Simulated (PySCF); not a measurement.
A side-by-side comparison of computed properties.

First species: C6H13PSi.
Numbering: `[CH3:1][CH:2]([CH3:3])[CH2:4][P:5]=[C:6]=[CH:7][SiH3:8]` (hydrogens: H9, H10, H11 on C1; H12 on C2; H13, H14, H15 on C3; H16, H17 on C4; H18 on C7; H19, H20, H21 on Si8)

Second species: C₆H₁₂OSi₂.
Geometry (GFN2-xTB, Å), atoms numbered from 1 in this order:
```xyz
21
C6H12OSi2 angstrom
C      2.156   -1.387   -0.878
C      1.271   -0.273   -0.436
C      1.612    0.835    0.205
C      0.427    1.700    0.518
C     -0.713    1.082   -0.320
Si    -2.387    0.950    0.589
O     -2.331   -0.633    1.012
Si    -1.107   -1.591    0.499
C     -0.211   -0.348   -0.657
H      2.082   -1.529   -1.956
H      1.850   -2.318   -0.400
H      3.193   -1.182   -0.623
H      2.607    1.109    0.514
H      0.215    1.654    1.592
H      0.597    2.749    0.265
H     -0.789    1.653   -1.250
H     -2.455    1.705    1.834
H     -3.547    1.119   -0.281
H     -0.329   -1.965    1.674
H     -1.721   -2.713   -0.203
H     -0.429   -0.600   -1.700
```

Levels: PBE0/pcSseg-1 for HOMO energy, LUMO energy and HOMO–LUMO gap. Geometries: GFN2-xTB. Each structure is a single optimised conformer of the isolated species, non-relativistic unless stated; the electronic structure was computed with PySCF and density fitting.

The conformers computed, where there is a choice (atom-mapped SMILES and torsion angles):
- `[CH3:1][CH:2]([CH3:3])[CH2:4][P:5]=[C:6]=[CH:7][SiH3:8]`: C1–C2–C4–P5 -175°, C2–C4–P5–C6 60°

The conformers of `CC1=CC[C@@H]2[SiH2]O[SiH2][C@H]12` aren't listed.

Values for the first species:

| Quantity | Value |
| --- | --- |
| HOMO energy | -6.82 eV |
| LUMO energy | -1.27 eV |
| HOMO–LUMO gap | 5.55 eV |

Task: Estimate the same properties for the second species, and the change in each.

Result: 
```json
{"property": "HOMO energy", "first": "-6.82 eV", "second": "-6.52 eV", "second less first": "+0.30 eV"}
{"property": "LUMO energy", "first": "-1.27 eV", "second": "0.29 eV", "second less first": "+1.56 eV"}
{"property": "HOMO–LUMO gap", "first": "5.55 eV", "second": "6.81 eV", "second less first": "+1.26 eV"}
```

